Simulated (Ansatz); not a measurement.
Input file for Ansatz (a first-principles code): R-wB97M-V/def2-TZVPP on H3NOPb (SMILES [NH2][Pb][OH]), a point of a torsion scan. Elements past Kr take the def2 small-core potentials; no spin–orbit coupling.

Ansatz 0.2 input:
```yaml
crystal:
  periodic: [false, false, false]
  atoms:
    - {symbol: N, position_ang: [-1.23444549, -0.01853570, 0.19691313]}
    - {symbol: Pb, position_ang: [0.38314357, -1.21307265, 0.88615854]}
    - {symbol: O, position_ang: [1.86083664, -0.08237421, -0.23852785]}
    - {symbol: H, position_ang: [-2.22552090, -0.13285838, 0.33918833]}
    - {symbol: H, position_ang: [-1.10796395, 0.76258278, -0.42494939]}
    - {symbol: H, position_ang: [2.58365140, 0.37077857, 0.18368282]}
basis:
  gaussian:
    orbitals: def2-TZVPP
hamiltonian:
  xc: {name: wB97M-V}
scf: {lower_state_search: off}
```

Question: Give the final energy of this run.

Answer: -324.6170 hartree.

Question: How many basis functions does it have, and what does it roughly cost on one machine?

Answer: 154 functions; around 5 core-seconds (rough).
